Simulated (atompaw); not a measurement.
# Which change was made? (Sm, PAW (atompaw))

Sm (Z = 62), PAW, made with atompaw 4.2.0.5 (PBE, scalar-relativistic). Core [Kr] 4d10 4f6, reference 5s2 5p6 5d0 6s1.5 6p0 (charge +0.5). Waves: 5s (bound): rc 2.45 bohr; 6s (bound): rc 2.25 bohr; 5p (bound): rc 2.50 bohr; 6p (bound, empty): rc 3.00 bohr; 5d (bound, empty): rc 2.30 bohr; 5d channel at 1.7 Ry: rc 3.00 bohr. Local part: ultrasoft scheme with l = 3 at 0 Ry, radius 2.70 bohr. Core correction: smooth core density matched at 2.55 bohr. Augmentation charge: gaussian compensation charge, radius 2.95 bohr; PAW radius 3.00 bohr; waves and projectors: custom rrkj gramschmidtortho.

Cutoffs, loose and tight: the cutoffs (Ry, on a coarse ladder) from which the occupation-weighted sum of valence levels, in a spherical-Bessel basis at the reference potential, stays within 10 and 1 mRy of its value at 400 Ry. They see the waves, projectors and local potential, not the compensation charge or the core.

The base gives: outcome: generated; cutoff, loose: 15 Ry; cutoff, tight: 21 Ry; bound ghosts: none.

Question: After one change the result is: outcome: failed: atompaw: The overlap operator has at least one negative eigenvalue!. Which change was it?
A. local potential troulliermartins scheme with l = 3 at 0 Ry, radius 2.70 bohr
B. reference 5s2 5p6 5d0 6s2 6p0
C. waves 5s (bound); 6s (bound); 5p (bound); 6p (bound); 5d (bound); 5d channel at 1.7 Ry; augmentation gaussian compensation charge, radius 2.95 bohr; PAW radius 3.00 bohr; waves and projectors: bloechl
D. all radii scaled by about 0.82 (s 2.02, p 2.06, d 1.88 bohr); local potential ultrasoft scheme with l = 3 at 0 Ry, radius 2.22 bohr; augmentation gaussian compensation charge, radius 2.42 bohr; PAW radius 2.46 bohr; waves and projectors: custom rrkj gramschmidtortho; core correction smooth core density matched at 2.10 bohr

Answer: A. The others give: waves 5s (bound); 6s (bound); 5p (bound); 6p (bound); 5d (bound); 5d channel at 1.7 Ry; augmentation gaussian compensation charge, radius 2.95 bohr; PAW radius 3.00 bohr; waves and projectors: bloechl → outcome: generated; cutoff, loose: 30 Ry; cutoff, tight: 45 Ry; bound ghosts: none | all radii scaled by about 0.82 (s 2.02, p 2.06, d 1.88 bohr); local potential ultrasoft scheme with l = 3 at 0 Ry, radius 2.22 bohr; augmentation gaussian compensation charge, radius 2.42 bohr; PAW radius 2.46 bohr; waves and projectors: custom rrkj gramschmidtortho; core correction smooth core density matched at 2.10 bohr → outcome: generated, no UPF (negative core plus compensation charge); cutoff, loose: 18 Ry; cutoff, tight: 35 Ry; bound ghosts: none | reference 5s2 5p6 5d0 6s2 6p0 → outcome: generated; cutoff, loose: 18 Ry; cutoff, tight: 25 Ry; bound ghosts: none.
